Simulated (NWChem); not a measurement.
Species: C4H3ClO; SMILES Clc1ccoc1

Program: NWChem. Pople sets run with spherical d functions. Structure relaxed at the PBE0/def2-SVP level. Vertical excitations in the gas phase; the lowest state need not have the same character in each row.

For level PBE/6-31+G*, full TDDFT:

```yaml
lowest excitation, singlet (eV): 5.48
lowest state with f > 0.02, singlet (eV): 5.64
oscillator_strength_of_that_bright_state: 0.056
orbital gap (eV): 4.73
```

What are these values for level B3LYP/6-31+G*, full TDDFT?

lowest excitation, singlet (eV): 5.82
lowest state with f > 0.02, singlet (eV): 5.90
oscillator strength of that bright state: 0.104
orbital gap (eV): 6.26
